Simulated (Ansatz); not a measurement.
Input for Ansatz (a program for electronic structure): R-CCSD(T)/aug-cc-pV(T+d)Z on ClH4P (a complex). Files ending in .json are basis or fitting sets from the Basis Set Exchange.

Ansatz 0.2 input:
```yaml
crystal:
  periodic: [false, false, false]
  atoms:
    - {symbol: Cl, position_ang: [0.43620900, -0.61606929, -0.34371464]}
    - {symbol: H, position_ang: [0.24392433, 0.36085917, -1.15171167]}
    - {symbol: P, position_ang: [0.04043128, 0.05544061, 3.26339921]}
    - {symbol: H, position_ang: [-0.22081995, 0.80297013, 4.44207672]}
    - {symbol: H, position_ang: [0.89412677, 1.04675256, 2.71766025]}
    - {symbol: H, position_ang: [-1.10658463, 0.54707564, 2.59110691]}
basis:
  gaussian:
    orbitals: aug-cc-pV_T+d_Z.json
magnetization: {spin_polarized: false}
correlation: {method: ccsd_t, electrons: outside_noble_gas}
scf: {lower_state_search: off}
```

The log:

```
WARN ansatz: RAYON_NUM_THREADS=2 ignored (pool sized by the plan → 2); use --threads N
Functional definition: HF
these checks for a lower state are left out or cut short: stability, starts, cluster_reference, orbital_swaps, neighbouring_geometries, increment
integrals: 0.84 GiB planned
1131 factors; integrals over basis functions are off by at most 9.9e-4 eV
mean field: 0.63 GiB planned
mean field evaluation 1: about -21838.6832 eV, gradient 1.4e1 eV
mean field evaluation 2: about -21838.7555 eV, gradient 1.4e1 eV
mean field evaluation 4: about -21839.7805 eV, gradient 2.1e0 eV
mean field evaluation 8: about -21839.8073 eV, gradient 8.8e-2 eV
mean field -21839.80735410 eV, -802.5981167101 hartree, gradient 1.1e-6 eV, S^2 0.000000; 0 other end points of the search recorded, 0 dependent functions left out
10 core orbitals not correlated
reference -21839.80735410 eV, -802.5981167101 hartree; 8, 8 occupied and 184, 184 virtual orbitals, 1131 factors
second order -10.44830579 eV of doubles, -0.00000000 eV of singles
coupled cluster: 2.25 GiB planned
cycle   1  -11.39252412 eV  change   -9.4e-1 eV  update   7.0e-2
cycle   2  -11.73415850 eV  change   -3.4e-1 eV  update   2.3e-2
cycle   3  -11.75433933 eV  change   -2.0e-2 eV  update   6.7e-3
cycle   4  -11.75067743 eV  change    3.7e-3 eV  update   2.2e-3
cycle   5  -11.74983512 eV  change    8.4e-4 eV  update   6.2e-4
cycle   6  -11.74977022 eV  change    6.5e-5 eV  update   2.1e-4
cycle   7  -11.74979504 eV  change   -2.5e-5 eV  update   6.3e-5
cycle   8  -11.74980215 eV  change   -7.1e-6 eV  update   2.4e-5
cycle   9  -11.74979904 eV  change    3.1e-6 eV  update   8.8e-6
perturbative correction -0.44322598 eV, -0.0162882545 hartree
Total energy: -21852.00037913 eV, -803.0462021152 hartree
Checks for a lower state left out: stability, starts, cluster_reference, orbital_swaps, neighbouring_geometries, increment
```

The calculation finished and met its thresholds.

Cost: roughly 50 core-seconds.
